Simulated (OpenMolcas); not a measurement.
Re5+: moving or changing the point charges

Re5+ among 4 point charges of -1.5 e arranged as a square (D4h), 2.06 Å from the ion.
```
   2.0600    0.0000    0.0000  -1.50
   0.0000    2.0600    0.0000  -1.50
  -2.0600    0.0000    0.0000  -1.50
   0.0000   -2.0600    0.0000  -1.50
```

* Program: OpenMolcas
* Method: CASSCF
* Basis: ANO-RCC-VTZP [8s7p5d3f2g1h]
* Scalar Hamiltonian: DKH2, point nucleus
* Active space: 2 electrons in 5 orbitals (5d)
* State averaging: 2S+1 = 3 even, 10 roots; 2S+1 = 1 even, 15 roots
* Spin-orbit coupling: RASSI with atomic mean-field integrals over the reference wave functions

Runs around this geometry, states (labels of D4, the rotations of D4h). Energies in cm-1 above the lowest state or level, χT in cm3 K/mol.

```
R (Å)  q (e)  Ground state  First state of that spin  First gap with spin-orbit (degeneracies)  χT at 300 K  First state of another spin
 2.06  -0.75           3A2                  3E 835.3                               1318 (1, 2)        0.088                    1B2 11049
 1.88   -1.5            3E                 3A2 858.9                               3165 (1, 2)        0.022                     1A1 9615
 2.06   -1.5            3E                  3A2 35.3                               2599 (1, 2)        0.032                    1A1 10726
 2.17   -1.5           3A2                  3E 233.7                               2271 (1, 2)        0.041                    1B2 10814
```

The ground state changes within this set.

Without dynamic correlation the repulsion within the d shell is too large (B by tens of per cent), so at a given field states of lower spin stand too high. Spin-orbit coupling mixes the spin-free states strongly: the lowest level takes only 52 % from its leading state, 3E, which lies 835 cm-1 above the lowest spin-free state (figures for R = 2.06, q = -0.75; the like holds for R = 1.88, q = -1.5, R = 2.06, q = -1.5, R = 2.17, q = -1.5). An orbital doublet at a regular site is open to a Jahn-Teller distortion, which this geometry leaves out (holds for R = 1.88, q = -1.5; R = 2.06, q = -1.5). This is an electrostatic model: the charges have no orbitals. No measured value stands beside these numbers.
